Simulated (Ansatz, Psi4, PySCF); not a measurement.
H2O, charge +1, doublet, at a GFN2-xTB geometry (a state made from the parent by changing its charge; the spin is typed, not shown lowest). Base run: PBE0/def2-SVPD run with PySCF.

PySCF was given this input:
```python
from pyscf import gto, scf, dft

mol = gto.Mole()
mol.atom = '''
    O     0.00838048    0.00164066    0.09925610
    H    -0.05320696    0.86638286   -0.40979171
    H    -0.01383690   -0.87950812   -0.38425707
'''
mol.basis = 'def2-svpd'
mol.charge = 1
mol.spin = 1
mol.verbose = 4
mol.build()

mf = dft.UKS(mol)
mf.xc = 'pbe0'
mf.kernel()
```

The same geometry, method and basis name were run in Ansatz (a program for electronic structure) and Psi4 and PySCF, at each program's defaults and at the settings that a row names. The base is PySCF at its defaults. Differences at the defaults can come from grids, fitting, cores and function types together.

| code and settings | ΔE vs base (µEh) | basis functions | E (Eh) | SCF cycles |
|---|---|---|---|---|
| PySCF, defaults (exact integrals, its default grid, spherical functions) | 0.0 | 39 | -75.83176 | 8 |
| Psi4, defaults (density fitting with its default set, its default grid, spherical functions) | -22.2 | 39 | -75.83179 | 7 |
| Ansatz, defaults (factorised integrals, its default grid, spherical functions) | 0.5 | 39 | -75.83176 | - |
| PySCF, density fitting with def2-universal-jkfit | -22.1 | 39 | -75.83179 | 8 |
| PySCF, fine grid | -0.1 | 39 | -75.83176 | 8 |
| Psi4, exact integrals, spherical functions, fine grid | -0.1 | 39 | -75.83176 | 9 |
| Ansatz, high accuracy | -0.1 | 39 | -75.83176 | - |

Open shells are given as the SCF converged; they aren't shown to be the lowest states, and a large step between rows can be another state.
